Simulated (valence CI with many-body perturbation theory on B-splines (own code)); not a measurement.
# E1 line list for Tb XV

Calculated by configuration interaction combined with many-body perturbation theory (CI+MBPT): five valence electrons over a frozen Dirac-Fock core [Kr] 4d10, radial functions for each j: 7 s, 7 p, 7 d, 7 f, 4 g, 2 h, with the one-electron correlation potential Σ1 (screened to all orders), the two-electron term Σ2, the three-electron term Σ3, Breit, model QED; selected single and double excitations, second order for the rest, scaled by the run's own slope (own B-spline code, finite nucleus).

No measured spectrum was set against this ion. As an estimate, terms of the open shell hold to a few per cent of their energy, and close levels can change places; configurations with another count of f electrons can be misplaced by thousands of cm⁻¹. Core correlation moves these levels by up to 50000 cm⁻¹, and in measured spectra 5 to 20 % of such shifts remained as error; rates that hang on mixing are uncertain with them. Among the levels kept, up to 960 cm⁻¹ of a level comes from second order outside the variational space, and about a tenth of that is noise between levels of different J, which matters for small intervals. The lowest computed level is not the ground level that NIST lists (6H°5/2, for many ions itself from theory).

Lines 51 to 100 of 109 in falling wavelength, among levels below 5.814 eV, chosen from the strongest by gf and those to the six lowest levels. Wavelengths and rates use the calculated energies, so an error of 2000 cm⁻¹ moves a line at 7452 Å by 15 % and its rate by three times that or more. Electric multipoles are in the length gauge, E1 and E2 with the static RPA response of the core. Weak lines are less certain than strong ones. Lines between different terms over intervals too small for the method are left out, as are lines whose strength nearly cancels. Where a level lies close to another of its J and parity, the split of strength between their lines is uncertain. The highest levels of a list are the least certain.

Names give the largest LS component (configuration and term), which can be under half, so a name can repeat, a term be missing and a line seem to break the LS rules; names also repeat where a configuration has a term twice.

| λ vac (Å) | Upper | Lower | A (s⁻¹) | S (a.u.) with core polarisation | S without |
| --- | --- | --- | --- | --- | --- |
| 7452 | 4f4 5s 4K_11/2 | 4f3 5s2 4I°_9/2 | 7.47e-01 | 1.83e-06 | 2.18e-06 |
| 7431 | 4f3 5s2 4F°_5/2 | 4f4 5s 6G_3/2 | 1.33e+00 | 1.61e-06 | 1.82e-06 |
| 7288 | 4f4 5s 4M_15/2 | 4f3 5s2 4I°_13/2 | 6.47e-02 | 1.98e-07 | 2.31e-07 |
| 6818 | 4f3 5s2 4I°_9/2 | 4f4 5s 6I_11/2 | 1.58e-04 | 2.47e-10 | 2.35e-10 |
| 6709 | 4f4 5s 4H_9/2 | 4f3 5s2 4I°_11/2 | 3.06e-01 | 4.57e-07 | 4.69e-07 |
| 6587 | 4f4 5s 6G_9/2 | 4f3 5s2 4I°_9/2 | 1.07e-01 | 1.51e-07 | 1.80e-07 |
| 6583 | 4f5 6H°_9/2 | 4f4 5s 6F_11/2 | 9.62e-02 | 1.35e-07 | 1.65e-07 |
| 6524 | 4f5 6H°_5/2 | 4f4 5s 6F_7/2 | 3.13e-01 | 2.57e-07 | 3.04e-07 |
| 6435 | 4f5 6H°_7/2 | 4f4 5s 6F_9/2 | 4.07e-01 | 4.28e-07 | 5.09e-07 |
| 6285 | 4f3 5s2 2H°_9/2 | 4f4 5s 6F_9/2 | 2.00e+00 | 2.45e-06 | 2.68e-06 |
| 6053 | 4f4 5s 4L_13/2 | 4f3 5s2 4I°_11/2 | 7.48e-01 | 1.15e-06 | 1.37e-06 |
| 5970 | 4f5 6H°_7/2 | 4f4 5s 6S_5/2 | 1.15e-02 | 9.70e-09 | 1.08e-08 |
| 5847 | 4f5 6H°_5/2 | 4f4 5s 6F_5/2 | 1.12e+00 | 6.65e-07 | 7.73e-07 |
| 5837 | 4f4 5s 4H_7/2 | 4f3 5s2 4I°_9/2 | 5.25e+00 | 4.12e-06 | 4.90e-06 |
| 5819 | 4f3 5s2 4I°_11/2 | 4f4 5s 6I_13/2 | 6.55e-04 | 7.64e-10 | 7.78e-10 |
| 5731 | 4f4 5s 6G_13/2 | 4f3 5s2 4I°_11/2 | 5.47e-02 | 7.11e-08 | 7.71e-08 |
| 5728 | 4f3 5s2 4F°_3/2 | 4f4 5s 6F_5/2 | 8.21e-01 | 3.05e-07 | 3.51e-07 |
| 5707 | 4f5 6H°_7/2 | 4f4 5s 6F_7/2 | 9.64e-01 | 7.07e-07 | 8.14e-07 |
| 5707 | 4f3 5s2 4I°_9/2 | 4f4 5s 6I_9/2 | 1.13e-04 | 1.04e-10 | 4.91e-10 |
| 5589 | 4f3 5s2 2H°_9/2 | 4f4 5s 6F_7/2 | 8.45e-02 | 7.28e-08 | 9.54e-08 |
| 5557 | 4f5 6H°_9/2 | 4f4 5s 6F_9/2 | 1.29e-01 | 1.09e-07 | 1.24e-07 |
| 5501 | 4f5 6H°_5/2 | 4f4 5s 6F_3/2 | 3.91e-01 | 1.93e-07 | 2.28e-07 |
| 5396 | 4f3 5s2 4F°_3/2 | 4f4 5s 6F_3/2 | 7.66e-01 | 2.38e-07 | 2.48e-07 |
| 5339 | 4f3 5s2 2H°_9/2 | 4f4 5s 4I_11/2 | 1.65e+00 | 1.24e-06 | 1.39e-06 |
| 5281 | 4f4 5s 6G_11/2 | 4f3 5s2 4I°_9/2 | 3.06e-02 | 2.67e-08 | 4.01e-08 |
| 5276 | 4f4 5s 4H_11/2 | 4f3 5s2 4I°_11/2 | 1.64e-01 | 1.43e-07 | 1.51e-07 |
| 5252 | 4f3 5s2 4F°_3/2 | 4f4 5s 6F_1/2 | 4.28e-01 | 1.22e-07 | 1.52e-07 |
| 5182 | 4f5 6H°_7/2 | 4f4 5s 6F_5/2 | 3.60e-02 | 1.98e-08 | 2.40e-08 |
| 5126 | 4f3 5s2 4I°_13/2 | 4f4 5s 6I_15/2 | 4.32e-02 | 4.02e-08 | 4.80e-08 |
| 5016 | 4f3 5s2 4I°_9/2 | 4f4 5s 6I_7/2 | 1.15e+00 | 7.17e-07 | 8.53e-07 |
| 5006 | 4f5 6H°_9/2 | 4f4 5s 6F_7/2 | 5.40e-01 | 3.34e-07 | 3.86e-07 |
| 4920 | 4f3 5s2 4I°_11/2 | 4f4 5s 6I_11/2 | 2.68e-01 | 1.89e-07 | 2.26e-07 |
| 4863 | 4f4 5s 4H_9/2 | 4f3 5s2 4I°_9/2 | 1.74e-03 | 9.88e-10 | 1.43e-09 |
| 4805 | 4f5 6H°_9/2 | 4f4 5s 4I_11/2 | 7.53e-02 | 4.12e-08 | 7.28e-08 |
| 4804 | 4f3 5s2 4F°_5/2 | 4f4 5s 6F_5/2 | 2.53e+00 | 8.29e-07 | 9.51e-07 |
| 4618 | 4f3 5s2 4I°_15/2 | 4f4 5s 6I_17/2 | 2.72e-02 | 2.12e-08 | 2.74e-08 |
| 4568 | 4f3 5s2 4F°_5/2 | 4f4 5s 6F_3/2 | 1.25e+00 | 3.52e-07 | 4.24e-07 |
| 4397 | 4f5 6H°_7/2 | 4f4 5s 4I_9/2 | 2.71e-02 | 9.09e-09 | 1.95e-08 |
| 4385 | 4f3 5s2 4I°_13/2 | 4f4 5s 6I_13/2 | 4.59e-01 | 2.68e-07 | 3.18e-07 |
| 4327 | 4f3 5s2 2H°_9/2 | 4f4 5s 4I_9/2 | 2.28e+01 | 9.10e-06 | 1.01e-05 |
| 4314 | 4f3 5s2 4I°_11/2 | 4f4 5s 6I_9/2 | 3.52e-01 | 1.67e-07 | 1.86e-07 |
| 4063 | 4f4 5s 4H_11/2 | 4f3 5s2 4I°_9/2 | 5.47e-03 | 2.17e-09 | 1.27e-09 |
| 3996 | 4f3 5s2 4I°_15/2 | 4f4 5s 6I_15/2 | 4.64e-01 | 2.34e-07 | 2.37e-07 |
| 3969 | 4f5 6H°_9/2 | 4f4 5s 4I_9/2 | 3.20e+00 | 9.88e-07 | 1.24e-06 |
| 3958 | 4f4 5s 4G_7/2 | 4f3 5s2 4I°_9/2 | 3.52e-01 | 8.61e-08 | 8.44e-08 |
| 3854 | 4f3 5s2 4I°_13/2 | 4f4 5s 6I_11/2 | 4.25e-01 | 1.68e-07 | 2.03e-07 |
| 3748 | 4f4 5s 4F_7/2 | 4f3 5s2 4I°_9/2 | 2.53e-01 | 5.25e-08 | 5.71e-08 |
| 3742 | 4f4 5s 4F_9/2 | 4f3 5s2 4I°_9/2 | 1.82e+01 | 4.70e-06 | 5.26e-06 |
| 3531 | 4f3 5s2 4I°_15/2 | 4f4 5s 6I_13/2 | 1.66e+00 | 5.77e-07 | 6.95e-07 |
| 2588 | 4f3 5s2 2H°_9/2 | 4f4 5s 6I_11/2 | 3.52e+00 | 3.01e-07 | 3.51e-07 |
